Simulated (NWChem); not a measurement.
System: C₃H₆O₂; SMILES O[C@@H]1C[C@H]1O

```xyz
11

O     -0.4278    -1.8570     0.1026
C     -0.1040    -0.6067    -0.4392
C      1.2151    -0.0229    -0.0147
C     -0.0866     0.6066     0.4423
O     -0.5246     1.8048    -0.1373
H     -1.3927    -1.8928     0.2026
H     -0.4064    -0.4377    -1.4742
H      1.7889    -0.5834     0.7179
H      1.7968     0.5013    -0.7681
H     -0.3666     0.4513     1.4864
H      0.0523     2.5163     0.1828
```
Atoms are numbered in this order, from 1.

Computed with NWChem. All runs use the structure optimised with B3LYP/6-31G* (spherical d). B3LYP is NWChem's, with the RPA form of VWN correlation.

For level B3LYP/def2-TZVP:

```
Quantity                     Value
---------------------------  -----
highest occupied level (eV)  -7.17
orbital gap (eV)              7.96
```

Task: Estimate the same quantities for level PW6B95/def2-TZVP.

Result: The highest occupied level (eV) comes out as -7.52 and the orbital gap (eV) is 8.64.
